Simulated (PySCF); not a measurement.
## How methods differ on the excitation energy of K

K [Ar] 4s1 (2S) → K [Ar] 3d1 (2D), as a difference of total energies. Calculation: PySCF 2.14, in aug-cc-pwCVTZ-X2C (9s8p6d3f, 84 functions); scalar relativity by spin-free X2C-1e. Correlated levels: valence and next inner shell: [Ne] frozen; nothing frozen. The calculations carry no spin-orbit coupling.

```csv
method,excitation energy (cm⁻¹)
UHF,19773
PBE,18537
PBE0,19084
r2SCAN,18816
B3LYP,19295
wB97X-V,20573
TPSSh,18174
MP2 (valence and next inner shell),21583
SCS-MP2 (valence and next inner shell),21225
MP2 (all electrons),21600
SCS-MP2 (all electrons),21238
```

Estimate what LDA gives.

19760 cm⁻¹, closest to UHF among the rows shown.

Estimate what wB97X gives.

19285 cm⁻¹, closest to B3LYP among the rows shown.

Errors of the correlated levels include the incompleteness of this basis and the frozen core.

For comparison: 21536 cm⁻¹ (measured; NIST levels, between the centres of gravity of the two terms).
